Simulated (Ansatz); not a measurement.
AlCl+, multiplicity 2 (lowest of 2S+1 = 2, 4 at CCSD(T)/def2-TZVPP on PBE0 minima; our sources give no spin for the ground state, which may be another), most abundant isotopes (26.9815 and 34.9689 u). Constants from fifth-degree fits in 1/R to seven points on the lowest solution found; no spin–orbit coupling, no relativity up to Kr; ω_e x_e and α_e move by some per cent with the fit.

Frozen-core correlation. CBS(a, b) extrapolates the correlation energy as X⁻³ and adds the Hartree–Fock energy of set b.

The values were computed with Ansatz (Gaussian orbitals). 

```csv
level,r_e (Å),ω_e (cm⁻¹),ω_e x_e (cm⁻¹),α_e (cm⁻¹)
PBE/def2-TZVPP,2.0433,570.4,3.03,0.00172
"CCSD(T)/CBS(aug-cc-pV(T+d)Z, aug-cc-pV(Q+d)Z)",2.0188,616.1,2.88,0.00159
```

Q: Derive the rotational constants, the centrifugal constant, the fundamental, the zero-point energy and the force constant.

A: 
μ = 15.23015 u.
- PBE/def2-TZVPP: B_e = 16.8576/(μ r_e²) = 0.26510 cm⁻¹; B₀ = B_e − α_e/2 = 0.26424 cm⁻¹; D = 4B_e³/ω_e² = 2.29e-07 cm⁻¹; fundamental ω_e − 2ω_e x_e = 564 cm⁻¹; zero-point energy ω_e/2 − ω_e x_e/4 = 284 cm⁻¹; k = μ(2πcω_e)² = 292 N/m
- CCSD(T)/CBS(aug-cc-pV(T+d)Z, aug-cc-pV(Q+d)Z): B_e = 16.8576/(μ r_e²) = 0.27159 cm⁻¹; B₀ = B_e − α_e/2 = 0.27079 cm⁻¹; D = 4B_e³/ω_e² = 2.11e-07 cm⁻¹; fundamental ω_e − 2ω_e x_e = 610 cm⁻¹; zero-point energy ω_e/2 − ω_e x_e/4 = 307 cm⁻¹; k = μ(2πcω_e)² = 341 N/m

Ansatz is a program for electronic structure.
